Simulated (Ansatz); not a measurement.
Consider the redistribution: `[Br][GaH][Br]` + `[NH2][Mg][Br]` → `[NH2][Ga]([Br])[Br]` + `[MgH][Br]`.

Computed with Ansatz on PBE0-D4/def2-TZVP structures; ΔE is electronic, products minus reactants. CBS: MP2 limit from def2 TZ/QZ plus the TZ coupled-cluster correction, frozen cores. DFT in def2-TZVPP. For Br, Ga, Mg outer-core shells are correlated without core-valence functions, which leaves a few kJ/mol of doubt a bond. Scalar relativity is left out up to krypton. One conformer a species, not always the lowest.

`[Br][GaH][Br]`:

Cartesian coordinates in Å:
```
Br -1.561 1.494 -0.173
Ga 0.204 0.070 0.004
Br -0.310 -2.141 0.138
H 1.667 0.576 0.030
```

`[NH2][Mg][Br]`:

```xyz
5

N     0.137    0.598    0.761
Mg   -0.125   -0.548   -0.698
Br   -0.453   -1.977   -2.515
H     0.910    0.574    1.408
H    -0.469    1.353    1.044
```

`[NH2][Ga]([Br])[Br]`:

Z-matrix (Å, degrees):
```
N
Ga 1 1.793
H 1 1.005 2 123.1
H 1 1.005 2 123.1 3 -175.8
Br 2 2.270 1 120.1 3 178.1
Br 2 2.270 1 120.1 3 -2.4
```

`[MgH][Br]`:

Cartesian coordinates in Å:
```
Mg -0.128 0.017 -0.175
Br 1.249 -0.167 1.707
H -1.121 0.150 -1.532
```

CCSD(T)/CBS gives +13.8 kJ/mol.

(1) Another level gave +21.8 kJ/mol. Which?
A. PBE/def2-TZVPP
B. BLYP/def2-TZVPP
C. CAM-B3LYP-D4/def2-TZVPP
D. B97M-V/def2-TZVPP

Largest T1 diagnostic among the species: 0.010.

## Answers

(1) B. BLYP 21.8, PBE 16.6, CAM-B3LYP-D4 11.6, B97M-V 2.4 kJ/mol.

At CCSD(T), def2-SVP lies −7.4 kJ/mol from the extrapolated value and def2-TZVPP −4.8 kJ/mol. Leaving LDA and LC-ωPBE aside and taking each functional with its dispersion term where it has one, the values, not all of them listed here, spread over 13.0 kJ/mol, from B97M-V to r2SCAN-D4. LDA lies −7.7 kJ/mol from PBE without D4. From BLYP to BHLYP (50 % exact exchange), in def2-TZVPP and without D4, ΔE moves by −7.0 kJ/mol.
